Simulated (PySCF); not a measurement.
# Scandium: highly charged ions in a basis for the neutral atom

Sc⁸⁺ [Ne] 3s2 3p1, Sc⁹⁺ [Ne] 3s2. Computed with PySCF 2.14 in pcseg-2 (6s4p3d2f1g, 56 functions), with the non-relativistic Hamiltonian (point nucleus). No spin-orbit coupling, so a gap to NIST mixes the basis error with missing relativistic terms.

Changed run: basis of the neutral atom used for a highly charged ion. This setting is unsound on purpose.

```csv
species,method,sound run (hartree),changed run (hartree),converged
Sc⁸⁺,UHF,not run,-737.37045,yes
Sc⁸⁺,B3LYP,not run,-737.91713,yes
Sc⁸⁺,BP86,not run,-737.97769,yes
Sc⁹⁺,UHF,not run,-730.82751,yes
Sc⁹⁺,B3LYP,not run,-731.32884,yes
Sc⁹⁺,BP86,not run,-731.39274,yes
```

Ionisation energy of Sc⁸⁺:

| method | changed run (eV) | NIST (eV) |
| --- | --- | --- |
| UHF | 178.04 | 180.03 ± 0.12 |
| B3LYP | 179.28 | 180.03 ± 0.12 |
| BP86 | 179.19 | 180.03 ± 0.12 |

The contracted functions were made for the neutral atom and can be too rigid for a highly charged ion.
